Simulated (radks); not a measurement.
Values are calculated unless marked as measured or tabulated.
Task: Radial electron density D(r) = 4 pi r^2 rho(r) of an atom or ion with 35 electrons. Code: a radial shooting solver on a logarithmic mesh with Libxc functionals. Model: non-relativistic Kohn-Sham, PBE, spin-polarised, spherical densities, point nucleus.

```
   r/bohr * D(r) (the largest magnitude, 50.9, reaches the edge; | marks zero)
 0.001883 |*
 0.002158 | *
 0.002472 | *
 0.002832 |  *
 0.003245 |  *
 0.003718 |   *
 0.004225 |    *
 0.004841 |      *
 0.005546 |       *
 0.006354 |         *
  0.00728 |            *
  0.00834 |               *
 0.009555 |                  *
  0.01095 |                     *
  0.01254 |                         *
  0.01437 |                             *
  0.01646 |                                  *
  0.01886 |                                      *
  0.02161 |                                         *
  0.02476 |                                           *
  0.02836 |                                             *
  0.03249 |                                             *
  0.03693 |                                            *
  0.04231 |                                          *
  0.04848 |                                        *
  0.05554 |                                      *
  0.06363 |                                     *
   0.0729 |                                      *
  0.08352 |                                         *
  0.09569 |                                              *
   0.1096 |                                                  *
   0.1256 |                                                      *
   0.1439 |                                                      *
   0.1649 |                                                   *
   0.1889 |                                             *
   0.2164 |                                      *
   0.2479 |                                *
    0.284 |                             *
   0.3228 |                              *
   0.3698 |                                  *
   0.4237 |                                    *
   0.4855 |                                    *
   0.5562 |                                 *
   0.6372 |                          *
     0.73 |                   *
   0.8364 |            *
   0.9582 |        *
    1.098 |     *
    1.258 |     *
    1.441 |    *
    1.651 |    *
    1.891 |   *
    2.167 |  *
    2.483 | *
    2.822 | *
    3.233 |*
    3.704 *
    4.243 *
    4.861 *
     5.57 *
    6.381 *
    7.311 *
```

What is the nuclear charge?

Result: Z = 35. The innermost maximum, from 1s, lies near 1/Z = 0.0286 bohr (found: 0.0312), and its height grows with Z. The density is that of neutral bromine in [Ar] 3d10 4s2 4p5; the configuration itself is not fixed sharply by these data, and Z only to about a unit. D(r) has 3 maxima, at r = 0.0312, 0.136, 0.452 bohr, and minima at 0.0636, 0.289 bohr, inside which lie 2.08, 11.06 electrons.
